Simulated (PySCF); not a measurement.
## Working out the ionisation energy of Ti

Ti [Ar] 3d2 4s2 (3F) → Ti+ [Ar] 3d2 4s1 (4F). Computed with PySCF 2.14 in aug-cc-pwCVTZ-DK (10s9p7d4f3g, 127 functions), with the spin-free X2C one-electron Hamiltonian (Gaussian nucleus). Frozen: nothing. Energies in hartree (1 hartree = 27.21139 eV):

```csv
part,Ti (lower),Ti+ (upper)
UHF,-852.748649,-852.544444
MP2 opposite-spin,-0.401787,-0.368310
MP2 same-spin,-0.161362,-0.156554
```

**Question.** What does Hartree-Fock give?

**Answer.** (-852.544444) − (-852.748649) = 0.204205 hartree = 5.557 eV.

**Question.** What do MP2 and SCS-MP2 (6/5 opposite-spin, 1/3 same-spin) give?

**Answer.** The opposite-spin parts differ by 0.911 eV and the same-spin parts by 0.131 eV. MP2: 5.557 + (0.911) + (0.131) = 6.599 eV. SCS-MP2: 5.557 + 1.2 × (0.911) + (0.131)/3 = 6.694 eV.

Measured between the centres of the two terms (NIST): 6.828 eV, so MP2 (all electrons) is off by -0.229 eV.

What remains against the reference includes basis incompleteness and correlation beyond second order.
